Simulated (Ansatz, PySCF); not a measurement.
hexafluoroantimonate (F6Sb), SMILES [F][Sb-]([F])([F])([F])([F])[F], charge -1.

Geometry: B3LYP-D3(BJ)/def2-SVPD. The def2 effective core potentials stand for the cores of Sb; spin–orbit coupling is left out.

Estimates of the vertical detachment energy (IE) of the anion in eV. Rows of orbital energies are one-electron estimates, which approximate functionals can put far too low.

```csv
level,IE
"−ε(HOMO), −ε(LUMO), PBE/def2-SVPD (PySCF)",4.53
"ΔSCF, PBE0/def2-SVPD (Ansatz), final states of multiplicity 2",?
```

### Question
Some entries are withheld; supply them. (An estimate is asked for; the answer gives what the named calculation found.)

### Answer

- ΔSCF, PBE0/def2-SVPD (Ansatz, a quantum-chemistry and plane-wave program), final states of multiplicity 2, IE: 8.84

### Question
What vertical singlet–triplet gap does ΔSCF give with PBE0/def2-SVPD (Ansatz)? (An estimate is asked for; the answer gives what the named calculation found.)

### Answer
6.33 eV (triplet above singlet where positive).
